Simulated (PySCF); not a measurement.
CH8FNSi2, SMILES N[C@H]([SiH3])[SiH2]F.

Geometry: PBE-D3(BJ)/def2-SVP. The structure was generated by enumeration; whether it is a known compound was not checked. One conformer was computed; it need not be the lowest.

Vertical ionisation energy (IE) and electron affinity (EA) in eV. Rows of orbital energies are one-electron estimates. Where ΔSCF, EOM or ADC give a negative EA the extra electron is unbound and the value depends on the basis.

```
level                                        IE    EA
-----------------------------------------  ----  ----
−ε(HOMO), −ε(LUMO), HF/def2-TZVP (PySCF)    ___   ___
−ε(HOMO), −ε(LUMO), PBE/def2-TZVP (PySCF)  6.00  0.86
```

### Question
Complete the blanks. (Estimate from the structure and the level; the computed values follow.)

### Answer

- −ε(HOMO), −ε(LUMO), HF/def2-TZVP (PySCF), IE: 10.94
- −ε(HOMO), −ε(LUMO), HF/def2-TZVP (PySCF), EA: -3.00
